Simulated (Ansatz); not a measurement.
WBr4, SMILES [Br][W]([Br])([Br])[Br] (connectivity only; charge and spin as stated), neutral, multiplicity 3.

Coordinates come from a B3LYP-D3(BJ)/def2-SVP optimisation. The multiplicity is an assumed one; other spin states were not compared. The def2 effective core potentials stand for the cores of W; spin–orbit coupling is left out.

Two levels are set side by side: PBE/def2-TZVPD (Ansatz, a program for electronic structure) and PBE0/def2-TZVPD (Ansatz). Energy differences of separate SCF runs at the same geometry; the states with an electron removed or added have multiplicity 2 and 4. Differences are taken from unrounded values.

```
quantity                         PBE0   PBE  PBE minus PBE0
-------------------------------  ----  ----  --------------
vertical ionisation energy (eV)  8.22  7.66           -0.56
vertical electron affinity (eV)  1.93  1.60           -0.32
```
